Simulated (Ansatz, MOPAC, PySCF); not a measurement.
Dimer: CH3F (SMILES CF) (first 5 atoms) with C2H3N (SMILES CC#N); geometry from B3LYP-D3(BJ)/def2-TZVP, rigid monomers moved along the line of their centres of mass till F2···H9 is 4.26 Å.
(charge 0, multiplicity 1):
| atom | x (Å) | y (Å) | z (Å) |
|---|---|---|---|
| C | 0.3729 | 0.5925 | -0.1777 |
| F | 1.1632 | -0.2915 | 0.5656 |
| H | -0.1778 | 1.2259 | 0.5152 |
| H | 1.0306 | 1.1901 | -0.8090 |
| H | -0.3111 | 0.0062 | -0.7914 |
| C | 0.7340 | -0.0489 | 5.7025 |
| C | -0.1774 | 1.0114 | 5.3059 |
| N | -0.8964 | 1.8469 | 4.9793 |
| H | 1.0818 | -0.5734 | 4.8132 |
| H | 1.5919 | 0.3716 | 6.2279 |
| H | 0.2268 | -0.7526 | 6.3630 |

Monomers are frozen at their geometry in the pair; levels with a basis set take the counterpoise correction. Rows marked so take none.

Correlated levels freeze the cores. Rows in 3-21G, 6-31G*, STO-3G carry no dispersion term and start afresh at each structure (6-31G* with six Cartesian d functions). MP2/6-31G* freezes PySCF's default core. The state that PM3 reach isn't checked.

The values were computed with Ansatz (a first-principles code); MOPAC for PM3 (differences of heats of formation); PySCF for 3-21G rows, 6-31G* rows, STO-3G rows, the dispersion terms. Values without a source in brackets are computed.

Other levels give for the interaction energy: PBE/def2-TZVPPD -3.3; B3LYP/def2-TZVPPD -3.2; B3LYP-D3(BJ)/def2-TZVPPD -3.8; wB97M-V/def2-TZVPPD -4.0; CCSD(T)/aug-cc-pVDZ -3.8 kJ/mol.

### Question
What do these common cheap choices give for the same quantity: PM3, HF/STO-3G (no counterpoise), HF/3-21G (no counterpoise), HF/6-31G* (no counterpoise), B3LYP/6-31G* (no counterpoise), M06-2X/6-31G* (no counterpoise), MP2/6-31G*, MP2/6-31G* (no counterpoise)?…

### Answer
PM3 -1.8; HF/STO-3G (no counterpoise) -1.5; HF/3-21G (no counterpoise) -3.7; HF/6-31G* (no counterpoise) -3.6; B3LYP/6-31G* (no counterpoise) -2.8; M06-2X/6-31G* (no counterpoise) -3.1; MP2/6-31G* -3.2; MP2/6-31G* (no counterpoise) -3.3 kJ/mol. They span -3.7 to -1.5 kJ/mol.
